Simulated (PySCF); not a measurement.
Mo(S)2(F)(Me) (CH3FMoS2), SMILES [F][Mo]([CH3])(=[S])=[S], multiplicity 1.

The structure is a stationary point at PBE0-D3(BJ)/def2-SVP. The multiplicity is an assumed one; no other spin state was optimised. The structure was generated by enumeration; whether it is a known compound was not checked. The def2 effective core potentials stand for the cores of Mo; spin–orbit coupling is left out.

Level of theory: PBE0-D3(BJ)/def2-SVP in PySCF 2.14.0.

Frequencies are harmonic and unscaled.

```csv
mode,ν (cm⁻¹),IR (km/mol),moving atoms (share of kinetic energy)
1,160,4.0,"F 51 %, S 20 %, Mo 20 %"
2,176,0.6,"C 35 %, S 24 %, H 20 %, Mo 13 %, F 8 %"
3,182,1.5,"H 69 %, S 15 %, C 14 %"
4,191,0.5,"F 43 %, H 29 %, S 20 %"
5,195,0.1,"S 79 %, Mo 17 %"
6,197,0.5,"H 25 %, C 22 %, S 21 %, F 20 %, Mo 12 %"
7,550,20.0,"C 49 %, H 27 %, S 17 %"
8,576,28.4,"S 55 %, Mo 21 %, C 15 %, H 9 %"
9,589,71.8,"S 60 %, Mo 28 %, H 11 %"
10,611,4.1,"H 60 %, C 17 %, F 15 %, S 9 %"
11,696,22.0,"H 72 %, C 15 %"
12,727,123.0,"F 67 %, Mo 22 %"
13,1183,2.2,"H 79 %, C 21 %"
14,1382,13.6,H 94 %
15,1392,12.9,H 95 %
16,3035,5.4,H 98 %
17,3150,0.3,"H 90 %, C 10 %"
18,3183,2.7,"H 91 %, C 9 %"
```
